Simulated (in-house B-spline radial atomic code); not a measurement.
The numbers below are computed, except where a source is named.
## Correlation energy from the adiabatic connection: ω²r²/2, ω = 9.84

Two electrons in a singlet, external potential ω²r²/2, ω = 9.84 (atomic units). Full CI in B-splines (partial waves to l = 8, correlation up to 0.6 % small) with the density held fixed gives W(λ) = <V_ee>_λ − U, and E_c is the integral of W(λ) − W(0) from 0 to 1.

```tsv
λ	W(λ) − W(0) (hartree)
0	0.00000
0.02	-0.00199
0.05	-0.00495
0.12	-0.01180
0.25	-0.02429
0.4	-0.03831
0.6	-0.05639
0.8	-0.07380
1	-0.09057
```

(1) Integrate the table by the trapezoid rule.

(2) Now use only three numbers: W(0) = -2.4481, the initial slope W'(0) = -0.09948 (extrapolated from the first points) and the strong-coupling limit of the point-charge-plus-continuum model, W∞ = -3.3484. What do second-order theory and the interpolation W(λ) = W∞ + (W(0) − W∞)/√(1 + 2χλ) of Seidl, Perdew and Levy give?

Results:

(1) The strips give -0.00002, -0.00010, -0.00059, -0.00235, -0.00469, -0.00947, -0.01302, -0.01644, which sum to -0.04668 hartree. The direct value, W(1) − W(0) + T_c with T_c = 0.04385, is -0.04672; the curve is convex, so chords lie above it and the trapezoids fall short in size by 0.09 %.

(2) Second order keeps the slope alone: E_c = W'(0)/2 = -0.04974, +6 % in size against -0.04672. Matching the slope fixes χ = W'(0)/(W∞ − W(0)) = -0.09948/(-0.90030) = 0.11050. Integrating, with s = √(1 + 2χ) = 1.104986, E_c = −(W(0) − W∞)(s − 1)/(s + 1) = −0.90030 × 0.104986/2.104986 = -0.04490 hartree, -3.9 % in size against the full result. At λ = 1 the formula gives W − W(0) = -0.08554 against -0.09057. Part of the miss can come from the model's W∞.
